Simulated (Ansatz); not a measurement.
Calibrating r2SCAN-D4/def2-TZVPP on molecular compounds of S

The vertical ionisation energy (cation less neutral) in eV of 8 molecular compounds of S: x at r2SCAN-D4/def2-TZVPP, y at CCSD(T)/def2-TZVPP. Shapes, held fixed at every level: PBE0-D4/def2-TZVP. Flexible molecules stand in one conformer, not always the lowest. Programs: Ansatz 0.2.0.

| molecule | x (eV) | y (eV) |
| --- | --- | --- |
| C5H12S (ethyl isopropyl sulfide) | 8.13 | 8.32 |
| C5H12S (tert-butyl methyl sulfide) | 8.17 | 8.36 |
| C2H6S (dimethyl sulfide) | 8.47 | 8.64 |
| C2H8S2Si (SMILES C[SiH2]SSC) | 8.54 | 8.72 |
| C2H8SSi (SMILES CCS[SiH3]) | 8.91 | 9.08 |
| CH4S2 (methyl hydrodisulfide) | 9.08 | 9.21 |
| CH5Cl3SSiTi (SMILES C[SiH2][S][Ti]([Cl])([Cl])[Cl]) | 9.61 | ? |
| Si2SF6 (SMILES F[Si](F)(F)S[Si](F)(F)F) | 11.38 | 11.54 |

**Question.** Fit y = c + s·x to the known rows and predict y for CH5Cl3SSiTi.

**Answer.** 
1. Means of the 7 rows: x = 8.9543, y = 9.124.
2. Σ(Δx)² = 7.6026, Σ(Δx·Δy) = 7.537, so the slope is 7.537/7.6026 = 0.99137.
3. Intercept: 9.124 − (0.99137) × 8.9543 = 0.247. The largest residual of the fit is 0.039.
4. CH5Cl3SSiTi: 0.247 + 0.99137 × 9.61 = 9.77 eV.

CCSD(T)/def2-TZVPP gives 9.82 eV, so the prediction is off by -0.05 eV, about the largest residual. Uncorrected, r2SCAN-D4/def2-TZVPP misses CH5Cl3SSiTi by -0.21 eV, and the other rows by 0.17 on average. The line removes about 75 % of this miss. Si2SF6 lies far out in x and weighs most in the slope. Left out in turn, the other rows are missed by 0.03 eV on average, so much of the error is systematic among these molecules. Cations run unrestricted. Outer-core shells of Ti are correlated, in sets that cover them unevenly.
